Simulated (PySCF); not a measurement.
Predicted microwave data (PBE0/pcSseg-1 in PySCF (dipole) on a GFN2-xTB geometry, gas phase) for one isomer of C6H11FSSi:

- Rotational constants: A = 1289, B = 1013, C = 754.8 MHz
- Dipole components: |μa| = 0.58 D, |μb| = 0.22 D, |μc| = 0.13 D
- Inertial defect: -221.36 u·Å²
- κ: -0.03

Problem. Which structure is it? (One computed conformer of each.)
A. `[CH:1]#[C:2][CH2:3][C@@:4]([F:5])([SiH2:6][CH3:7])[S:8][CH3:9]` with C2–C3–C4–F5 179°, C3–C4–Si6–C7 -171°, C3–C4–S8–C9 59°
B. `[CH2:1]=[CH:2][C@@:3]([CH3:4])([SiH3:5])[C:6](=[S:7])[CH2:8][F:9]` with C1–C2–C3–C4 -2°, C2–C3–C6–S7 149°, C3–C6–C8–F9 -41°
C. `[CH3:1][CH2:2][S:3][SiH2:4][C:5]1=[CH:6][CH2:7][C@@H:8]1[F:9]` with C1–C2–S3–Si4 -75°, C2–S3–Si4–C5 -169°, S3–Si4–C5–C6 -9°
D. `[CH3:1][S:2][CH2:3][SiH2:4][C:5]1=[CH:6][CH2:7][C@H:8]1[F:9]` with C1–S2–C3–Si4 -65°, S2–C3–Si4–C5 -167°, C3–Si4–C5–C6 9°
E. `[CH2:1]=[CH:2][C@@:3]1([F:4])[CH2:5][S:6][SiH2:7][C@@H:8]1[CH3:9]` with C1–C2–C3–F4 0°, C2–C3–C5–S6 169°, C3–C5–S6–Si7 -15°, C5–S6–Si7–C8 -11°, S6–Si7–C8–C9 158°
F. `[CH3:1][S:2][C@@H:3]1[C@H:4]2[CH2:5][C@H:6]([CH2:7]2)[Si@@H:8]1[F:9]` with C1–S2–C3–C4 -74°

Solution. A. It is C#CC[C@@](F)([SiH2]C)SC, an asymmetric top, point group C1. The candidates at the same level (rigid rotor, commonest isotopes):

```
                            SMILES  A (MHz)  B (MHz)  C (MHz)  μa (D)  μb (D)  μc (D)  Δ (u·Å²)  point group                        rotor
        C=C[C@@](C)([SiH3])C(=S)CF     1235    986.1    864.7    1.58    0.17    0.40   -337.15           C1               asymmetric top
             CSC[SiH2]C1=CC[C@H]1F     3105    445.5    414.4    0.58    1.31    2.29    -77.60           C1  near-prolate asymmetric top
            CCS[SiH2]C1=CC[C@@H]1F     2954    503.9    450.8    0.58    0.44    1.08    -52.99           C1  near-prolate asymmetric top
      C=C[C@@]1(F)CS[SiH2][C@@H]1C     1872    991.7    762.5    1.88    1.16    1.76   -116.79           C1               asymmetric top
CS[C@@H]1[C@H]2C[C@H](C2)[Si@@H]1F     1730     1028    767.9    0.09    2.91    1.39   -125.70           C1               asymmetric top
           C#CC[C@@](F)([SiH2]C)SC     1289     1013    754.8    0.58    0.22    0.13   -221.36           C1               asymmetric top
```

`CS[C@@H]1[C@H]2C[C@H](C2)[Si@@H]1F` has A 34 % too high; `C=C[C@@](C)([SiH3])C(=S)CF` has C 15 % too high; `CCS[SiH2]C1=CC[C@@H]1F` has A 129 % too high; `CSC[SiH2]C1=CC[C@H]1F` has A 141 % too high; `C=C[C@@]1(F)CS[SiH2][C@@H]1C` has A 45 % too high. No structure here is proved a minimum.
